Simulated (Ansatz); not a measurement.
GeH₁₁NSi₃, SMILES `[SiH3][SiH2][N]([SiH3])[GeH3]`, relaxed with RKS PBE-D4/def2-SVP in the Gaussian-basis code of Ansatz from a rough embedded geometry. The force threshold is 0.03 eV/Å; the program also tests the step.

Charge 0, multiplicity 1.

Start:

```xyz
16

Si   -1.720    0.283   -2.029
Si   -0.994   -0.560   -0.144
N     0.156    0.578    0.669
Si    0.446   -0.172    2.274
Ge    1.763    0.452   -0.259
H    -0.583    0.505   -3.003
H    -2.724   -0.565   -2.675
H    -2.323    1.626   -1.809
H    -0.316   -1.873   -0.430
H    -2.141   -0.784    0.720
H     1.475    0.742    2.998
H    -0.775   -0.117    3.066
H     0.976   -1.427    2.207
H     2.281   -1.000   -0.361
H     2.855    1.283    0.498
H     1.625    1.029   -1.722
```

```json
{"step": "1", "energy (eV)": "-81781.3711", "largest force (eV/Å)": "4.144", "largest move (Å)": "0.000"}
{"step": "2", "energy (eV)": "-81782.0454", "largest force (eV/Å)": "0.973", "largest move (Å)": "0.193"}
{"step": "3", "energy (eV)": "-81782.1726", "largest force (eV/Å)": "0.534", "largest move (Å)": "0.161"}
{"step": "4", "energy (eV)": "-81782.2604", "largest force (eV/Å)": "0.189", "largest move (Å)": "0.200"}
{"step": "5 (rejected)", "energy (eV)": "-81782.1255", "largest force (eV/Å)": "0.603", "largest move (Å)": "0.197"}
{"step": "6", "energy (eV)": "-81782.2819", "largest force (eV/Å)": "0.103", "largest move (Å)": "0.099"}
{"step": "7", "energy (eV)": "-81782.2931", "largest force (eV/Å)": "0.044", "largest move (Å)": "0.100"}
{"step": "8", "energy (eV)": "-81782.2984", "largest force (eV/Å)": "0.107", "largest move (Å)": "0.146"}
{"step": "9", "energy (eV)": "-81782.3002", "largest force (eV/Å)": "0.074", "largest move (Å)": "0.026"}
{"step": "10", "energy (eV)": "-81782.3026", "largest force (eV/Å)": "0.010", "largest move (Å)": "0.068"}
{"step": "11", "energy (eV)": "-81782.3036", "largest force (eV/Å)": "0.039", "largest move (Å)": "0.111"}
{"step": "12", "energy (eV)": "-81782.3036", "largest force (eV/Å)": "0.036", "largest move (Å)": "0.038"}
{"step": "13", "energy (eV)": "-81782.3041", "largest force (eV/Å)": "0.010", "largest move (Å)": "0.022"}
```

End:

```xyz
16

Si   -1.643    0.369   -2.104
Si   -0.970   -0.863   -0.203
N     0.374   -0.092    0.653
Si    0.455   -0.144    2.416
Ge    1.856    0.498   -0.335
H    -0.704    0.195   -3.268
H    -3.005   -0.120   -2.526
H    -1.737    1.836   -1.774
H    -0.648   -2.274   -0.641
H    -2.129   -0.949    0.757
H     1.378    0.948    2.886
H    -0.922    0.068    2.982
H     0.979   -1.455    2.953
H     2.731   -0.703   -0.793
H     2.673    1.443    0.579
H     1.311    1.245   -1.581
```

It took 35 s on 4 threads of an Arm Neoverse V1 on a shared host, with 0.24 GiB of host memory at the peak.
